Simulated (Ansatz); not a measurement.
Geometry optimisation, RKS r2SCAN/def2-mTZVP (Ansatz 0.2.0).

Input:

```yaml
crystal:
  periodic: [false, false, false]
  atoms:
    - { symbol: Ga, position_ang: [0.019508, 0.574134, -0.325493] }
    - { symbol: H, position_ang: [-0.014195, 0.129225, 2.41245] }
    - { symbol: O, position_ang: [1.556859, -0.296618, -0.594994] }
    - { symbol: H, position_ang: [1.462495, -1.153281, -1.031319] }
    - { symbol: O, position_ang: [-1.595784, -0.033302, -0.7931] }
    - { symbol: H, position_ang: [-1.589654, -0.903497, -1.212562] }
    - { symbol: "N", position_ang: [0.119905, 2.309228, 0.400627] }
    - { symbol: H, position_ang: [0.940811, 2.536769, 0.94576] }
    - { symbol: H, position_ang: [-0.715552, 2.676383, 0.838259] }
    - { symbol: H, position_ang: [0.001807, 0.73926, 2.043671] }
basis:
  gaussian: { orbitals: def2-mTZVP }
hamiltonian:
  xc: r2scan
relax:
  f_tol: 0.03
  max_steps: 50
output:
  orbitals: {}
```

Launched with:

```bash
$ ansatz run input.yaml --threads 4 --pin off --max-ram 5120MiB --backend cpu --events-out ev --progress --plain --runs-dir out
```

Q: Where does it end, and by what steps?

A: The forces met the threshold. The force dipped under the threshold on the way, but the program's further checks kept it going. After 10 steps the energy has fallen by 0.233 eV; H2 moved furthest, 0.80 Å.

| step | energy less start (eV) | largest force component (eV/Å) | accepted |
| --- | --- | --- | --- |
| 0 | 0.0000 | 1.332 | yes |
| 1 | -0.1590 | 0.513 | yes |
| 2 | -0.2076 | 0.212 | yes |
| 3 | -0.2245 | 0.162 | yes |
| 4 | -0.2105 | 0.729 | no |
| 5 | -0.2274 | 0.098 | yes |
| 6 | -0.2318 | 0.059 | yes |
| 7 | -0.2267 | 0.335 | no |
| 8 | -0.2322 | 0.014 | yes |
| 9 | -0.2330 | 0.022 | yes |
| 10 | -0.2331 | 0.024 | yes |

```xyz
10
Properties=species:S:1:pos:R:3
Ga 0.033 0.675 -0.462
H -0.074 -0.222 3.125
O 1.564 -0.209 -0.734
H 1.459 -1.090 -1.115
O -1.581 0.028 -0.885
H -1.573 -0.860 -1.263
N 0.132 2.377 0.146
H 0.967 2.683 0.626
H -0.691 2.809 0.545
H -0.050 0.386 2.699
```

Whether the end is a true minimum wasn't checked by a vibrational analysis.

The run took 26 s on 4 threads of Arm Neoverse V2, on a shared host, peak memory 0.19 GiB.
